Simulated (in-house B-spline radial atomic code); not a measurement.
## How G0W0 and RPA depend on the start: As3+

Configuration [Ar] 3d10 4s2. Computed with a B-spline radial code for spherical atoms: all electrons, scalar-relativistic (spin-free one-electron X2C), finite nucleus, each spin shell either full or empty, empty states to l = 9 with an (l + 1/2)⁻⁴ tail; G0W0 by contour deformation at full frequency.

```
            start  mean-field 4s (eV)  G0W0 (eV)  QP weight  RPA correlation (Eh)
     Hartree-Fock              -48.09     -49.87      0.973               -2.0971
         LDA VWN5              -44.85          ?          ?                     ?
              PBE              -44.42     -50.33      0.951               -2.3081
             PBE0              -45.57     -50.20      0.959               -2.2483
           r2SCAN              -44.71     -50.29      0.956               -2.2717
            HSE06              -45.30     -50.23      0.957               -2.2541
  B3LYP (VWN-RPA)              -45.62     -50.25      0.957               -2.2619
             SCAN              -44.87     -50.29      0.956               -2.2712
             TPSS              -44.33     -50.33      0.952                -2.298
        BHandHLYP              -46.81          ?          ?                     ?
        CAM-B3LYP              -47.35     -50.20      0.964               -2.2374
          LC-wPBE              -48.72     -50.17      0.969               -2.2386
            wB97X              -48.38     -50.14      0.968               -2.2259
           PBEsol              -44.45     -50.34      0.951               -2.3098
             BLYP              -44.53     -50.36      0.951               -2.3102
          r2SCAN0              -45.83     -50.17      0.961               -2.2242
LDA exchange-only              -43.42     -50.41      0.951               -2.3134
```

Task: What G0W0 level, weight and RPA correlation energy follow from the LDA VWN5 start?

Result: G0W0 level -50.38 eV, weight 0.951, RPA correlation -2.3131 hartree.

Task: What G0W0 level, weight and RPA correlation energy follow from the BHandHLYP start?

Result: G0W0 level -50.10 eV, weight 0.964, RPA correlation -2.1952 hartree.

Task: How much of the dependence on the start does G0W0 remove?

Result: The mean-field levels span 5.3 eV and the G0W0 levels 0.531 eV. Against 50.15 ± 0.06 eV (NIST, measured) the G0W0 removal energies are off by -0.28 to +0.26 eV, with spin-orbit coupling, Breit and QED terms left out.
